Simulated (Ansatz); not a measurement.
Gas-phase reaction R1 → P1 + P2, each structure at its B3LYP-D3(BJ)/def2-TZVP stationary point, reached from a drawn start (curvature not checked).
R1, F2Sc (SMILES [F][Sc][F]) (charge 0, multiplicity 2, Z-matrix in Å and degrees):
```
Sc
F 1 1.8364
F 1 1.8364 2 120.18
```
P1, FSc (SMILES [F][Sc]) (charge 0, multiplicity 1):
```xyz
2

Sc    -0.009    -0.018    -0.896
F      0.009     0.018     0.896
```
P2: F atom, charge 0, multiplicity 2.

P less R. No zero-point or thermal terms; singlets are restricted closed shells; open shells are unrestricted; no spin–orbit coupling. The spin states of the d-block species are the ones drawn and need not be the lowest.

Correlated levels freeze the cores. CBS: X⁻³ extrapolation of the correlation energy, Hartree–Fock from the larger set.

Codes used: Ansatz (a quantum-chemistry and plane-wave program) with Gaussian orbitals. No computed number here is a measurement.

Q: What is the computed reaction energy (CCSD(T)/CBS(def2-TZVPP, def2-QZVPP))?

A: 149.3 kcal/mol

Q: Predict the reaction energy from BHLYP/def2-TZVPP.

A: 144.9 kcal/mol

Q: Give the reaction energy at the level CCSD/def2-TZVPP.

A: 143.0 kcal/mol
